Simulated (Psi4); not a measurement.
Noncovalent pair: H2O (SMILES O) (first 3 atoms) with CH4S (SMILES CS); geometry from B3LYP-D3(BJ)/def2-TZVP, rigid monomers moved along the line of their centres of mass till O1···H9 is 3.94 Å.
(charge 0, multiplicity 1):
```xyz
9

O     -0.031     0.483     0.038
H     -0.754     0.098    -0.469
H      0.775     0.206    -0.412
C     -0.372     0.516     5.929
S     -0.212    -1.089     5.081
H     -1.279     1.034     5.624
H     -0.431     0.301     6.995
H      0.496     1.146     5.745
H     -0.159    -0.602     3.826
```

All values below come from SAPT0/jun-cc-pV(D+d)Z run with Psi4.

Problem. Which attractive term is largest, and how does the interaction split up?

Solution. electrostatics -2.5, exchange 0.0, induction -0.1, dispersion -0.3, total -2.9 kJ/mol; the largest attraction is electrostatics.
